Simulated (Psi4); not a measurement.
C2H11NSi2 (SMILES CN(C)[SiH2][SiH3]), singlet, at a GFN2-xTB geometry; MP2/6-31G** run with Psi4.

Input for Psi4:
```
memory 2 GB

molecule {
0 1
Si    2.13068285   -0.05739977   -0.48353646
Si    0.27806565   -0.34014867    0.85040859
N    -1.13930866   -0.00880977   -0.07298357
C    -1.21577590    1.08543002   -1.00592697
C    -2.43866968   -0.38490803    0.42037568
H     3.27540742   -0.76803593    0.09045223
H     2.55359806    1.34333094   -0.61029225
H     1.99342100   -0.54616509   -1.85926202
H     0.06201445   -1.72132119    1.30707093
H     0.36805769    0.45878894    2.09719698
H    -0.22731016    1.31411447   -1.39866421
H    -1.62304544    1.99200927   -0.53900700
H    -1.86985862    0.81559351   -1.84131805
H    -2.90936327    0.42539775    0.99125285
H    -3.09648689   -0.63670482   -0.41680370
H    -2.34707915   -1.25279345    1.06735738
}

set {
  basis 6-31g**
  freeze_core true
}

energy('mp2')
print_variables()
```

Question: What does Psi4 print? Leave out banner, timings and long lists.

Answer: 
```
    SCF Algorithm Type (re)set to DF.

   => Loading Basis Set <=

    Name: 6-31G**
    Role: ORBITAL
    Keyword: BASIS

         ---------------------------------------------------------
                                   SCF
               by Justin Turney, Rob Parrish, Andy Simmonett
                          and Daniel G. A. Smith
                              RHF Reference
         ---------------------------------------------------------

  ==> Geometry <==

    Molecular point group: c1
    Full point group: C1

    Geometry (in Angstrom), charge = 0, multiplicity = 1:

       Center              X                  Y                   Z               Mass
    ------------   -----------------  -----------------  -----------------  -----------------
         SI           2.095157705828    -0.044034533620    -0.493957205445    27.976926534650
         SI           0.242540505828    -0.326783433620     0.839987844555    27.976926534650
         N           -1.174833804172     0.004555466380    -0.083404315445    14.003074004430
         C           -1.251301044172     1.098795256380    -1.016347715445    12.000000000000
         C           -2.474194824172    -0.371542793620     0.409954934555    12.000000000000
         H            3.239882275828    -0.754670693620     0.080031484555     1.007825032230
         H            2.518072915828     1.356696176380    -0.620712995445     1.007825032230
         H            1.957895855828    -0.532799853620    -1.869682765445     1.007825032230
         H            0.026489305828    -1.707955953620     1.296650184555     1.007825032230
         H            0.332532545828     0.472154176380     2.086776234555     1.007825032230
         H           -0.262835304172     1.327479706380    -1.409084955445     1.007825032230
         H           -1.658570584172     2.005374506380    -0.549427745445     1.007825032230
         H           -1.905383764172     0.828958746380    -1.851738795445     1.007825032230
         H           -2.944888414172     0.438762986380     0.980832104555     1.007825032230
         H           -3.132012034172    -0.623339583620    -0.427224445445     1.007825032230
         H           -2.382604294172    -1.239428213620     1.056936634555     1.007825032230

  Running in c1 symmetry.

  Rotational constants: A =      0.18658  B =      0.05552  C =      0.04589 [cm^-1]
  Rotational constants: A =   5593.48314  B =   1664.49683  C =   1375.72371 [MHz]
  Nuclear repulsion =  301.830288506433419

  Charge       = 0
  Multiplicity = 1
  Electrons    = 58
  Nalpha       = 29
  Nbeta        = 29

  ==> Algorithm <==

  SCF Algorithm Type is DF.
  DIIS enabled.
  MOM disabled.
  Fractional occupation disabled.
  Guess Type is SAD.
  Energy threshold   = 1.00e-08
  Density threshold  = 1.00e-08
  Integral threshold = 1.00e-12

  ==> Primary Basis <==

  Basis Set: 6-31G**
    Blend: 6-31G**
    Number of shells: 67
    Number of basis functions: 138
    Number of Cartesian functions: 138
    Spherical Harmonics?: false
    Max angular momentum: 2

   => Loading Basis Set <=

    Name: (6-31G** AUX)
    Role: JKFIT
    Keyword: DF_BASIS_SCF

  ==> Integral Setup <==

  SCF_SUBTYPE=INCORE selected. In-core MEM_DF algorithm will be used.
  Using in-core AOs.

  ==> MemDFJK: Density-Fitted J/K Matrices <==

    J tasked:                   Yes
    K tasked:                   Yes
    wK tasked:                   No
    Algorithm:                 Core
    Schwarz Cutoff:           1E-12
    Mask sparsity (%):       8.2336
    Fitting Condition:        1E-10

   => Auxiliary Basis Set <=

  Basis Set: (6-31G** AUX)
    Blend: CC-PVDZ-JKFIT
    Number of shells: 243
    Number of basis functions: 778
    Number of Cartesian functions: 778
    Spherical Harmonics?: false
    Max angular momentum: 3

  Minimum eigenvalue in the overlap matrix is 4.6195570020E-03.
  Reciprocal condition number of the overlap matrix is 6.2870367878E-04.
[...]
  Energy and wave function converged.

  ==> Post-Iterations <==

    Orbital Energies [Eh]
    ---------------------

    Doubly Occupied:

[...]
    Virtual:

[...]
     138A      4.932076

    Final Occupation by Irrep:
              A
    DOCC [    29 ]
    NA   [    29 ]
    NB   [    29 ]

  @DF-RHF Final Energy:  -714.42313008118890

   => Energetics <=

    Nuclear Repulsion Energy =            301.8302885064334191
    One-Electron Energy =               -1586.1984355335048349
    Two-Electron Energy =                 569.9450169458825712
    Total Energy =                       -714.4231300811889014

Computation Completed

Properties will be evaluated at   0.000000,   0.000000,   0.000000 [a0]

Properties computed using the SCF density matrix

 Multipole Moments:

 ------------------------------------------------------------------------------------
     Multipole            Electronic (a.u.)      Nuclear  (a.u.)        Total (a.u.)
 ------------------------------------------------------------------------------------

 L = 1.  Multiply by 2.5417464519 to convert [e a0] to [Debye]
 Dipole X            :          3.5232858           -3.8937020           -0.3704162
 Dipole Y            :         -1.2903916            1.4648845            0.1744930
 Dipole Z            :          1.1144454           -1.1421562           -0.0277108
 Magnitude           :                                                    0.4103947

 ------------------------------------------------------------------------------------

  //>>>>>>>>>>>>>>>>>>>>>>>>>>>>>>>>>>>//
  //               DFMP2               //
  //<<<<<<<<<<<<<<<<<<<<<<<<<<<<<<<<<<<//

   => Loading Basis Set <=

    Name: (6-31G** AUX)
    Role: RIFIT
    Keyword: DF_BASIS_MP2

	 --------------------------------------------------------
	                          DF-MP2
	      2nd-Order Density-Fitted Moller-Plesset Theory

	        Rob Parrish, Justin Turney, Andy Simmonett,
	           Ed Hohenstein, and C. David Sherrill
	 --------------------------------------------------------

   => Auxiliary Basis Set <=

  Basis Set: (6-31G** AUX)
    Blend: CC-PVDZ-RI
    Number of shells: 168
    Number of basis functions: 474
    Number of Cartesian functions: 543
    Spherical Harmonics?: true
    Max angular momentum: 3

	 --------------------------------------------------------
	                 NBF =   138, NAUX =   474
	 --------------------------------------------------------
	   CLASS    FOCC     OCC    AOCC    AVIR     VIR    FVIR
	   PAIRS      13      29      16     109     109       0
	 --------------------------------------------------------

	-----------------------------------------------------------
	 ==================> DF-MP2 Energies <====================
	-----------------------------------------------------------
	 Reference Energy          =    -714.4231300811889014 [Eh]
	 Singles Energy            =      -0.0000000000000000 [Eh]
	 Same-Spin Energy          =      -0.1367207235399271 [Eh]
	 Opposite-Spin Energy      =      -0.5213021098262238 [Eh]
	 Correlation Energy        =      -0.6580228333661510 [Eh]
	 Total Energy              =    -715.0811529145551049 [Eh]
	-----------------------------------------------------------
	 ================> DF-SCS-MP2 Energies <==================
	-----------------------------------------------------------
	 SCS Same-Spin Scale       =       0.3333333333333333 [-]
	 SCS Opposite-Spin Scale   =       1.2000000000000000 [-]
	 SCS Same-Spin Energy      =      -0.0455735745133090 [Eh]
	 SCS Opposite-Spin Energy  =      -0.6255625317914686 [Eh]
	 SCS Correlation Energy    =      -0.6711361063047776 [Eh]
	 SCS Total Energy          =    -715.0942661874936448 [Eh]
	-----------------------------------------------------------

  Variable Map:
  ----------------------------------------------------------------------------
[...]
  Array Variable Map:
  ----------------------------------------------------------------------------
[...]
[...]
```
